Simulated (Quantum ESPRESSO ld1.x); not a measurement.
Q: Species: Ce II. Configuration: [Xe] 4f1 5d2. All-electron calculation, Dirac Kohn-Sham, PBE, spin-unpolarised, spherical densities, point nucleus; open shells are shared between the two j in proportion to 2j + 1. Program: ld1.x of Quantum ESPRESSO 7.5.

Spin-orbit splittings of the eigenvalues, e(l+1/2) - e(l-1/2), with zeta = 2 splitting/(2l+1) and mean radii in bohr:

| shell | occ. | splitting (eV) | zeta (eV) | <r> j=l-1/2 | <r> j=l+1/2 |
|---|---|---|---|---|---|
| 2p | 6 | 446.6 | 297.7 | 0.08795 | 0.09415 |
| 3p | 6 | 87.77 | 58.51 | 0.2681 | 0.2802 |
| 3d | 10 | ? | ? | 0.2513 | 0.2552 |
| 4p | 6 | 18.85 | 12.57 | 0.6561 | 0.6832 |
| 4d | 10 | 3.303 | 1.321 | 0.7386 | 0.7483 |
| 4f | 1 | 0.3297 | 0.09420 | 1.107 | 1.120 |
| 5p | 6 | 2.701 | 1.801 | 1.714 | 1.797 |
| 5d | 2 | 0.2067 | 0.08267 | 2.814 | 2.870 |

Estimate the 3d splitting.

A: 18.84 eV (zeta = 7.538 eV).
